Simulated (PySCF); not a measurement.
An unknown is described by computed data only.

Formula: C8H8.

| Item | Value |
| --- | --- |
| UV, first state | lowest singlet excitation: 5.24 eV (236 nm, f = 0.020) [TDDFT PBE0/def2-SVPD] |
| Triplet | lowest triplet excitation (Tamm–Dancoff): 3.62 eV [TDA PBE0/def2-SVPD] |
| 13C NMR | chemical shifts (computed TMS as zero) by class: 229.2 (1 C), 146.3 (1 C), 122.6 (1 C), 98.6 (1 C), 89.5 (1 C), 80.4 (1 C), 79.5 (1 C), 41.5 (1 C) ppm [GIAO PBE0/pcSseg-1] |
| Polarisability | 104.5 au [PBE0/def2-SVPD] |
| UV, strongest line | among the 6 lowest singlet transitions: S4 at 5.64 eV (220 nm, f = 0.294) [TDDFT PBE0/def2-SVPD] |
| Rotational structure | rotational constants A, B, C: 10.583, 0.683, 0.667 GHz [GFN2-xTB] |
| Dipole | 0.94 D [PBE0/def2-SVPD] |
| 1H NMR | chemical shifts (computed TMS as zero) by class: 6.03 (1 H), 5.55 (1 H), 5.49 (1 H), 5.46 (1 H), 5.33 (1 H), 2.92 (2 H), 2.60 (1 H) ppm [GIAO PBE0/pcSseg-1] |

Electronic properties: PySCF, gas phase, density fitting. Levels stand in brackets. One conformer (not necessarily the lowest) at the GFN2-xTB geometry, without solvent, vibrations or thermal averaging. NMR values are class means; diastereotopic atoms form classes of their own.

Problem. Propose a structure and show how it fits.

Solution. Numbering: `[CH:1]#[C:2][CH:3]=[C:4]=[CH:5][CH2:6][CH:7]=[CH2:8]`. Its formula, C8H8, gives 5 degrees of unsaturation: 0 rings and 5 π bonds in the structure found. 8 carbons fall into 8 classes; from least to most shielded: central carbon of cumulated double bonds [C4] (229.2 ppm), alkene CH carbon [C7] (146.3 ppm), terminal =CH2 carbon [C8] (122.6 ppm), outer carbon of cumulated double bonds [C5] (98.6 ppm), terminal alkyne carbon [C1] (89.5 ppm), alkyne carbon [C2] (80.4 ppm), outer carbon of cumulated double bonds [C3] (79.5 ppm), allylic carbon [C6] (41.5 ppm). Hydrogen classes from least to most shielded: 1 H on an alkene CH carbon, C7 (6.03 ppm), 1 H on an outer carbon of cumulated double bonds, C3 (5.55 ppm), 1 H on an outer carbon of cumulated double bonds, C5 (5.49 ppm), 1 H on a terminal =CH2 carbon, C8 (5.46 ppm), 1 H on a terminal =CH2 carbon, C8 (5.33 ppm), 2 H on an allylic carbon, C6 (2.92 ppm), 1 H on a terminal alkyne carbon, C1 (2.60 ppm). The optimised geometry has point group C1 and is an asymmetric top. Structure: `C(C=C)C=C=CC#C`. Computed isomers that give other values at the same levels: `C=CCC#CC#CC` (13C chemical shifts (computed TMS as zero) by class: 142.3 (1 C), 123.3 (1 C), 79.7 (1 C), 78.3 (1 C), 75.5 (1 C), 72.6 (1 C), 28.9 (1 C), 5.5 (1 C) ppm); `CC#C/C=C1C=C\1C` (rotational constant A: 9.892 GHz; this holds for the one conformer computed); `CC#CC#CC1CC1` (13C chemical shifts (computed TMS as zero) by class: 85.6 (1 C), 77.3 (1 C), 73.1 (1 C), 69.1 (1 C), 11.6 (2 C), 5.5 (1 C), 3.0 (1 C) ppm). The assignments are read from this structure; whether some other isomer fits the data as well wasn't checked.

Shape of the structure used: `[CH:1]#[C:2][CH:3]=[C:4]=[CH:5][CH2:6][CH:7]=[CH2:8]`: C4–C5–C6–C7 -114°, C5–C6–C7–C8 -117°.
